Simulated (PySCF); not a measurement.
**Exercise with solution: entropy of an ideal gas**

BiH2Cl, SMILES [Cl][BiH2].

The structure is a stationary point at PBE0-D3(BJ)/def2-TZVP. The def2 effective core potentials stand for the cores of Bi; spin–orbit coupling is left out.

PBE0-D3(BJ)/def2-TZVP in PySCF gives the harmonic wavenumbers 329, 558, 573, 774, 1821, 1828 cm⁻¹ and the rotational temperatures 3.7819, 0.1307, 0.1307 K. The molar mass is 246.45 g/mol, the symmetry number 1, the spin multiplicity 1.

Question: Work out the entropy at 298.15 K and 1 atm in the rigid-rotor, harmonic-oscillator model.

Answer: 
Translation (Sackur–Tetrode at 1 atm): S = R[1.5 ln M + 2.5 ln T − 1.16487] = 177.4 J/(mol K).
Rotation: q = (√π/σ) T^1.5/√(θA θB θC) = 35900, S = R[ln q + 3/2] = 99.7 J/(mol K).
Vibration: with u = 1.4388 ν/T, each mode gives R[u/(e^u − 1) − ln(1 − e^−u)]:
```
ν (cm⁻¹)  modes     u  S (J/(mol K))
--------  -----  ----  -------------
329           1  1.59           5.29
558           1  2.69           2.21
573           1  2.77           2.09
774           1  3.74           0.96
1821          1  8.79           0.01
1828          1  8.82           0.01
```
These are all the modes. Sum 10.6 J/(mol K).
Spin: R ln 1 = 0.0 J/(mol K).
Total 287.7 J/(mol K); the program's own thermochemistry gives 287.7. Translation makes up 62 % and vibration 4 %. Anharmonicity, hindered rotation and orbital degeneracy are left out.
